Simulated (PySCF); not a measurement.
CH2I, SMILES [CH2]I, multiplicity 2.

Geometry optimised at PBE-D3(BJ)/def2-TZVP. The isomer is the one that the SMILES or the coordinates give; other isomers of the formula were not compared. The def2 effective core potentials stand for the cores of I; spin–orbit coupling is left out.

The numbers are results of PBE-D3(BJ)/def2-TZVP (PySCF), not measurements.

Frequencies are harmonic and unscaled.

```json
[
 {"mode": "1", "ν (cm⁻¹)": "190", "IR (km/mol)": "65.8", "moving atoms (share of kinetic energy)": "H 79 %, C 21 %"},
 {"mode": "2", "ν (cm⁻¹)": "621", "IR (km/mol)": "5.5", "moving atoms (share of kinetic energy)": "C 79 %, H 11 %, I 10 %"},
 {"mode": "3", "ν (cm⁻¹)": "827", "IR (km/mol)": "3.6", "moving atoms (share of kinetic energy)": "H 88 %, C 11 %"},
 {"mode": "4", "ν (cm⁻¹)": "1309", "IR (km/mol)": "21.0", "moving atoms (share of kinetic energy)": "H 91 %, C 9 %"},
 {"mode": "5", "ν (cm⁻¹)": "3105", "IR (km/mol)": "1.9", "moving atoms (share of kinetic energy)": "H 97 %"},
 {"mode": "6", "ν (cm⁻¹)": "3256", "IR (km/mol)": "1.4", "moving atoms (share of kinetic energy)": "H 88 %, C 12 %"}
]
```
